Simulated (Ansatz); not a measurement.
Gas-phase electronic energies from Ansatz, PBE0-D4/def2-TZVP geometries. CCSD(T)/CBS is the MP2 limit (def2-TZVPP, def2-QZVPP) plus CCSD(T) − MP2 in def2-TZVPP, frozen cores. Functionals use def2-TZVPP. B3LYP here is the variant with VWN-RPA as its local correlation; programs differ in this. HSE06 is defined as in plane-wave codes. def2 core potentials past Kr. For In outer-core shells are correlated without core-valence functions, which leaves a few kJ/mol of doubt a bond. Each species was taken in one conformer, which may not be the lowest.

`C1[NH][InH][CH2]O1` → `[CH3][In]([NH2])[CH]=O`  (isomerisation)

| level | ΔE (kJ/mol) | difference from CCSD(T)/CBS |
| --- | --- | --- |
| LDA (SPW92) | 1.7 | 55.7 |
| PBE-D4 | -49.7 | 4.3 |
| revPBE-D4 | -51.4 | 2.6 |
| BLYP-D4 | -71.1 | -17.1 |
| r2SCAN-D4 | -47.7 | 6.3 |
| PBE0-D4 | -40.7 | 13.3 |
| B3LYP-D4 | -61.6 | -7.6 |
| r2SCANh-D4 | -44.8 | 9.2 |
| r2SCAN0-D4 | -40.6 | 13.4 |
| HSE06-D4 | -40.8 | 13.2 |
| BHLYP-D4 | -54.0 | 0.0 |
| CAM-B3LYP-D4 | -51.0 | 3.0 |
| ωB97X-V | -46.7 | 7.3 |
| ωB97M-V | -53.3 | 0.7 |
| B2PLYP | -65.1 | -11.1 |
| PBE-QIDH | -40.5 | 13.5 |
| PBE | -54.8 | -0.8 |
| revPBE | -74.4 | -20.4 |
| BLYP | -84.0 | -30.0 |
| r2SCAN | -48.5 | 5.5 |
| PBE0 | -44.6 | 9.4 |
| B3LYP | -70.0 | -16.0 |
| r2SCANh | -45.7 | 8.3 |
| HSE06 | -44.3 | 9.7 |
| BHLYP | -58.8 | -4.8 |
| LC-ωPBE | -44.0 | 10.0 |
| RPA@PBE/def2-TZVPP | -56.3 | -2.3 |
| HF/def2-SVP | -60.0 | -6.0 |
| CCSD/def2-SVP | -52.6 | 1.4 |
| CCSD(T)/def2-SVP | -52.5 | 1.5 |
| HF/def2-TZVPP | -78.8 | -24.8 |
| MP2/def2-TZVPP | -53.1 | 0.9 |
| SCS-MP2/def2-TZVPP | -60.8 | -6.8 |
| CCSD/def2-TZVPP | -57.7 | -3.7 |
| CCSD(T)/def2-TZVPP | -56.1 | -2.1 |
| MP2/def2-QZVPP | -51.9 | 2.1 |
| SCS-MP2/def2-QZVPP | -60.0 | -6.0 |
| HF/CBS(def2) | -78.9 | -24.9 |
| MP2/CBS(def2) | -51.0 | 3.0 |
| CCSD/CBS(def2) | -55.5 | -1.5 |
| CCSD(T)/CBS | -54.0 | 0 |

Largest T1 diagnostic among the species: 0.016.

From BLYP to BHLYP (50 % exact exchange), in def2-TZVPP and without D4, ΔE moves by +25.2 kJ/mol. Leaving LDA and LC-ωPBE aside and taking each functional with its dispersion term where it has one, the values spread over 30.6 kJ/mol, from BLYP-D4 to PBE-QIDH. LDA lies +56.5 kJ/mol from PBE without D4.

CCSD(T)/CBS has its own doubt, a few kJ/mol and more with outer-core shells, so smaller differences from it don't rank the levels.
